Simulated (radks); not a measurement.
Valence configurations of Os III (all share [Xe]). All-electron calculation, Dirac Kohn-Sham, PBE, spin-unpolarised, spherical densities, finite nucleus; open shells fill j = l - 1/2 first; Fermi nuclear charge, rms radius 5.4126 fm. Program: a radial shooting solver on a logarithmic mesh with Libxc functionals. Energies are relative to 4f14 5d6; eigenvalues in eV.

| valence | E (eV) | e(4f5/2) | e(4f7/2) | e(5d3/2) | e(5d5/2) | e(6p1/2) |
|---|---|---|---|---|---|---|
| 4f14 5d6 | 0.000 | -70.121 | -67.316 | -23.397 | -22.262 | - |
| 4f14 5d5 6s1 | 2.056 | -73.445 | -70.639 | -25.691 | -24.486 | - |
| 4f13.5 5d6.5 | 23.622 | -75.314 | -72.457 | -24.203 | -23.005 | - |
| 4f13.5 5d6 6p0.5 | 27.962 | -77.584 | -74.727 | -25.890 | -24.647 | -15.532 |
| 4f13 5d6 6s1 | 52.642 | -84.108 | -81.199 | -27.444 | -26.108 | - |
| 4f13 5d6 6p1 | 59.236 | -85.283 | -82.373 | -28.470 | -27.118 | -16.432 |
| 4f12.5 5d6.5 6s1 | 81.340 | -89.590 | -86.629 | -28.310 | -26.908 | - |
| 4f12 5d6 6p2 | 132.18 | -101.32 | -98.300 | -33.847 | -32.272 | -18.212 |
| 4f12 5d5 6s1 6p2 | 139.68 | -105.28 | -102.27 | -36.518 | -34.866 | -19.151 |
| 4f11 5d6 6p3 | 221.62 | -118.64 | -115.51 | -39.939 | -38.133 | -20.217 |

NIST lists [Xe] 4f14 5d6 as the ground configuration; this level of theory agrees among the configurations tried. The energies are those of spherical spin-averaged densities, not of single terms.
